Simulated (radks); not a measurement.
Values are calculated unless marked as measured or tabulated.
Initial-state core-level shifts of the iron ion Fe+ when its valence configuration changes from [Ar] 3d6 4s1. Level of theory: scalar-relativistic Kohn-Sham, BLYP, spin-polarised, spherical densities, point nucleus; open shells are filled with parallel spins first (a radial shooting solver on a logarithmic mesh with Libxc functionals). Shifts are changes of the shell-averaged eigenvalues in eV (positive: less bound).

valence               2s       2p       3s       3p
3d5 4s1 4p1       -8.398   -8.323   -7.364   -7.171
3d6.5 4s0.5       +2.928   +2.896   +2.584   +2.506
3d5 4s2           -7.215   -7.146   -6.217   -6.036
3d7               +5.457   +5.397   +4.873   +4.728
3d5.5 4s1 4p0.5   -4.022   -3.987   -3.584   -3.493
3d5.5 4s1.5       -3.421   -3.388   -2.989   -2.905
3d5 4p2           -9.717   -9.641   -8.727   -8.528
3d5.5 4p1.5       -5.375   -5.341   -4.998   -4.905
3d4 4s2 4p1      -18.125  -17.953  -15.277  -14.830
